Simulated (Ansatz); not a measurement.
Computed with Ansatz on PBE0-D4/def2-TZVP structures; ΔE is electronic, products minus reactants. CBS: MP2 limit from def2 TZ/QZ plus the TZ coupled-cluster correction, frozen cores. This one scheme is used for every species. DFT in def2-TZVPP. HSE06 is defined as in plane-wave codes. Elements past krypton have def2 core potentials. For Hf outer-core shells are correlated without core-valence functions, which leaves a few kJ/mol of doubt a bond. One conformer a species, not always the lowest.

`[OH][Hf]([F])([SH])[Cl]` + HCl → `[OH][Hf]([F])([Cl])[Cl]` + H₂S  (ligand exchange at the Hf–S bond)

`[OH][Hf]([F])([SH])[Cl]`:

Z-matrix (Å, degrees):
```
Hf
F 1 1.896
S 1 2.445 2 107.8
O 1 1.893 2 112.2 3 -118.1
Cl 1 2.350 2 108.4 3 120.1
H 3 1.346 1 91.0 2 -141.2
H 4 0.952 1 167.4 2 -43.2
```

HCl:

Z-matrix (Å, degrees):
```
Cl
H 1 1.279
```

`[OH][Hf]([F])([Cl])[Cl]`:

```xyz
6

O    -0.351    1.272   -0.642
Hf    0.171   -0.350    0.170
F     2.057   -0.502    0.075
Cl   -0.797   -2.156   -0.968
Cl   -0.482   -0.357    2.421
H    -0.598    2.093   -1.057
```

H₂S:

Z-matrix (Å, degrees):
```
S
H 1 1.341
H 1 1.341 2 92.3
```

(1) Is it downhill or uphill in electronic energy at CCSD(T)/CBS, and by how much? (Estimate.)

(2) What do these levels give: PBE, r2SCAN, PBE0, HSE06, RPA@PBE/def2-TZVPP, SCS-MP2/def2-TZVPP? (Best estimate.)

Largest T1 diagnostic among the species: 0.015.

Results:

(1) The calculation gave: Downhill: ΔE = -69.0 kJ/mol.

(2) The calculation gave: PBE -65.8, r2SCAN -70.4, PBE0 -68.4, HSE06 -68.3, RPA@PBE/def2-TZVPP -66.5, SCS-MP2/def2-TZVPP -70.2 kJ/mol.

From BLYP to BHLYP (50 % exact exchange), in def2-TZVPP and without D4, ΔE moves by −5.5 kJ/mol. In def2-TZVPP, CCSD(T) changes the Hartree–Fock value by +15.6 kJ/mol (the triples alone add +2.5 kJ/mol) and MP2 by +16.0 kJ/mol.
